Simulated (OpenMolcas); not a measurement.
## Ag5+: effect of the IPEA shift

```
Program             : OpenMolcas 26.06
Basis               : ANO-RCC-VTZP [7s6p4d2f1g]
Scalar Hamiltonian  : DKH2, point nucleus
Active space        : 12 electrons in 8 orbitals (RAS1 4p, at most 2 holes; RAS2 4d)
State averaging     : 2S+1 = 5 even, 5 roots; 2S+1 = 3 even, 45 roots; 2S+1 = 1 even, 49 roots
Spin-orbit coupling : state interaction with AMFI integrals over the reference wave functions, term energies averaged over their components
```

Methods on the same reference wave functions:
A. RASSCF
B. MS-RASPT2, IPEA 0 Eh, imaginary shift 0.1 Eh (closed shells correlated: 4s)
C. MS-RASPT2, IPEA 0.25 Eh, imaginary shift 0.1 Eh (closed shells correlated: 4s)

Energies in cm-1 above 4d6 5D4, the measured ground level; measured values from the list in Gamrath, thesis, University of Mons (2023).

```tsv
Level	A	B	C	Measured
4d6 5D4	0.0	0.0	0.0	0.0
4d6 5D3	2575	2600	2580	2692
4d6 5D2	3849	3850	3860	3953
4d6 5D1	4775	4800	4810	4941
4d6 5D0	5193	5240	5240	5380
4d6 3P2(1)	22612	21360	22170	21042
4d6 3H6	25841	21770	22510	21512
4d6 3H5 [73 %]	26109	22130	22870	21812
4d6 3F3(1) [74 %]	27425	24750	25610	24441
4d6 3F2(1)	28333	25660	26570	25306
4d6 3P1(1)	29862	28350	29190	28232
4d6 3P0(1) [71 %]	30045	29090	29930	
4d6 3G5 [73 %]	32169	28250	29000	27958
4d6 3G4	33669	30010	30770	29660
4d6 3G3 [75 %]	34339	30640	31440	30361
4d6 3D2	37006	33510	34320	32650
4d6 3D1	37710	34230	35070	33558
4d6 3D3	38054	34300	35150	33509
4d6 1I6	40244	34930	35540	34194
4d6 1G4(1)	40701	38160	38800	37481
4d6 1S0 [67 %]	43912	42350	43320	
4d6 1D2(1)	46585	42990	43580	41372
4d6 1F3	51856	46340	47090	44724
4d6 3P0(2)	56604	52790	53520
```

Deviations, from unrounded energies. A percentage is the sum of absolute deviations over the sum of measured energies, with the sign that they share, or ± where signs differ.

```csv
Against measurement,Levels,A,B,C
mean absolute deviation (cm-1),20,3300,500,1100
fine structure of the ground term (%),4,-3.4,-2.8,-2.8
other terms of the ground configuration (%),16,+13.3,+2.0,+4.5
```

B lies closest to measurement on these levels and A furthest from it. The largest miss of B in the table is 4d6 1D2(1), by +1600 cm-1. The ranking rests on the paired levels alone, and a cruder setting can come out closer through cancelling errors.

Between B and C the level of the table that moves most is 4d6 1S0 [67 %], by 970 cm-1 (lowest in B, highest in C). Moves below CASPT2's spread within the term are not significant.

The mean deviations of B to C differ by less than CASPT2's widest spread within a term (1200 cm-1), so their order carries little weight.

From A to B the spin-free energies of the other terms of 4d6 shown, above 5D, scale by factors of 0.83 to 0.99.

The lowest spin-free term lies below A's lowest term by 0.345 hartree in B, 0.340 hartree in C.

Term energies are means over components that CASPT2 splits; among the terms shown or strongly mixed into the levels shown the widest spread is 1200 cm-1 (4d6 1I, C). Active for correlation alone: 4p; no level in the range computed is led by a configuration that opens it, so any true level of that kind is missing. The CASPT2 spread within a term exceeds the gap to the next term for 4d6 3D and 4d6 1I, so the order of their levels is uncertain (figures for B; the like holds for C). Without dynamic correlation excited terms often stand tens of per cent too high (terms of higher spin than the ground term too low), and those without a measured partner can miss by more than the paired ones (holds for A). Some levels mix across a computed gap that differs much from the measured one, so their mixing is not that of the real levels (holds for A). Measured partners are found by configuration, term and J. A level has none where our copy of the source lacks it or the pairing is in doubt (some pairs that miss far off the trend of their configuration count as doubtful), and it then counts in no deviation. Only configurations of the active space appear. Levels that lie high or do not pair safely by name in every column are left out.

A share in square brackets marks a mixed level and gives the weight of the term that names it, the lowest over the columns. A number in round brackets counts repeated terms of one configuration in the order of the reference energies.
